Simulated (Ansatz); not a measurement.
AsH (SMILES [AsH]): geometry of the low-spin state from B3LYP-D3(BJ)/def2-TZVP.
(charge 0, multiplicity 1):
```xyz
2

As     0.00000     0.00000    -0.04515
H      0.00000     0.00000     1.48997
```

Programs: Ansatz (a quantum-chemistry and plane-wave program) with Gaussian orbitals. Each number belongs to the level named beside it.

Broken-symmetry (BS) and triplet (T) solutions at this geometry:

```
level                 E(BS) (hartree)  ⟨S²⟩ BS  E(T) (hartree)  ⟨S²⟩ T
--------------------  ---------------  -------  --------------  ------
U-PBE/def2-TZVPP         -2236.065926    1.006    -2236.078524   2.004
U-B3LYP/def2-TZVPP       -2236.452936    1.006    -2236.463095   2.004
U-PBE0/def2-TZVPP        -2236.133524    1.009    -2236.146614   2.006
U-wB97X-V/def2-TZVPP     -2236.196908    1.007    -2236.206471   2.004
```

Task: Give the raw gap E(BS) − E(T) and the gap after approximate spin projection, (E_BS − E_T)⟨S²⟩_T/(⟨S²⟩_T − ⟨S²⟩_BS).

Result: 
- U-PBE/def2-TZVPP: raw 7.9, projected 15.9 kcal/mol
- U-B3LYP/def2-TZVPP: raw 6.4, projected 12.8 kcal/mol
- U-PBE0/def2-TZVPP: raw 8.2, projected 16.5 kcal/mol
- U-wB97X-V/def2-TZVPP: raw 6.0, projected 12.1 kcal/mol
The rule takes the triplet as the only contaminant. For comparison FIC-MRCISD+Q on SA-CASSCF(6,5)/cc-pVQZ gives 20.8 kcal/mol at this geometry.
